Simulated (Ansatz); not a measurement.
BeCl₂⁺. Charge 1, multiplicity 2. Geometry r2SCAN-D4/def2-TZVP, that of the neutral singlet; atoms count from 1.

```csv
atom,x (Å),y (Å),z (Å)
Be1,0.000,0.000,0.000
Cl2,0.566,-1.315,-1.097
Cl3,-0.566,1.315,1.097
```

Estimate the Mulliken populations from the PBE0/def2-TZVP orbitals of Ansatz.


```csv
atom,charge (e),spin (α − β)
Be1,0.44,-0.06
Cl2,0.28,0.53
Cl3,0.28,0.53
```
Mulliken values and Mayer orders depend strongly on the basis.

Where does the spin sit?

Summed by element: Be -0.06, Cl 1.06, of 1 unpaired in all. Largest on single atoms: Cl2 0.53, Cl3 0.53, Be1 -0.06.

And the Mayer bond orders between bonded heavy atoms (over 0.3)?

Be1–Cl2 1.22 (1.80 Å); Be1–Cl3 1.22 (1.80 Å). Values over 0.3 also appear between atoms too far apart for a bond (Cl2–Cl3 0.41 at 3.61 Å); they arise where an orbital or an unpaired electron spreads over both atoms.
